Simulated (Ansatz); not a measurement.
Job for Ansatz (a first-principles code): R-CCSD(T)/cc-pV(T+d)Z on AlH3O3 (SMILES [OH][Al]([OH])[OH]), a point of a torsion scan. Files ending in .json are basis or fitting sets from the Basis Set Exchange.

Ansatz 0.2 input:
```yaml
crystal:
  periodic: [false, false, false]
  atoms:
    - {symbol: O, position_ang: [-1.37162830, -0.94287048, -0.26782804]}
    - {symbol: Al, position_ang: [0.08910972, -0.19516589, -0.04410528]}
    - {symbol: O, position_ang: [0.15650734, 1.31109453, 0.64867985]}
    - {symbol: O, position_ang: [1.48745598, -0.91165915, -0.58170534]}
    - {symbol: H, position_ang: [-2.23320130, -0.98167397, 0.12103782]}
    - {symbol: H, position_ang: [0.84599043, 1.92583627, 0.85721928]}
    - {symbol: H, position_ang: [1.70784029, -1.72579340, -1.01223436]}
basis:
  gaussian:
    orbitals: cc-pV_T+d_Z.json
magnetization: {spin_polarized: false}
correlation: {method: ccsd_t, electrons: outside_noble_gas}
scf: {lower_state_search: off}
```

The head of its log:

```
WARN ansatz: RAYON_NUM_THREADS=1 ignored (pool sized by the plan → 1); use --threads N
Functional definition: HF
these checks for a lower state are left out or cut short: stability, starts, cluster_reference, orbital_swaps, neighbouring_geometries, increment
integrals: 0.51 GiB planned
1023 factors; integrals over basis functions are off by at most 6.4e-4 eV
mean field: 0.45 GiB planned
mean field evaluation 1: about -12743.6007 eV, gradient 6.2e1 eV
mean field evaluation 2: about -12743.6689 eV, gradient 6.2e1 eV
mean field evaluation 4: about -12749.7190 eV, gradient 2.3e0 eV
mean field evaluation 8: about -12749.7587 eV, gradient 1.6e-1 eV
mean field -12749.75884409 eV, -468.5449954235 hartree, gradient 9.6e-7 eV, S^2 0.000000; 0 other end points of the search recorded, 0 dependent functions left out
8 core orbitals not correlated
reference -12749.75884409 eV, -468.5449954235 hartree; 12, 12 occupied and 151, 151 virtual orbitals, 1023 factors
```

### Question
What total energy does the run end on?

### Answer
-469.3800 hartree (reference determinant -468.5450, T1 diagnostic 0.011).
